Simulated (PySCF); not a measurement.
Computed IR spectrum (relative IR intensity) of a molecule CH₁₂Si₅. Coordinates come from a PBE-D3(BJ)/def2-SVP optimisation. Other conformers were not sampled. These are PBE-D3(BJ)/def2-SVP in PySCF values and carry that method's errors. Frequencies are harmonic and unscaled.

Lines under 2 % of the strongest are left out, and lines within 2 cm⁻¹ are merged.

ν (cm⁻¹): 677 (vw), 750 (w), 791 (vs), 817 (vs), 851 (w), 887 (m), 900 (w), 904 (w), 909 (vw), 963 (w), 2135 (m), 2138 (w), 2141 (w), 2147 (w), 2153 (s), 2159 (vw), 2162 (m), 2166 (m) (against the strongest line: vs over 80 %, s over 45 %, m over 15 %, w over 4 %, vw less)

Q: Which molecule gave these data?
(A) [SiH3][Si@@H]1[SiH2]C[SiH2][SiH2]1
(B) [SiH3][Si]1([SiH3])[SiH2]C[SiH2]1
(C) [SiH3][SiH2]C1[SiH2][SiH2][SiH2]1
(D) [SiH3]C1([SiH3])[SiH2][SiH2][SiH2]1

A: B, [SiH3][Si]1([SiH3])[SiH2]C[SiH2]1
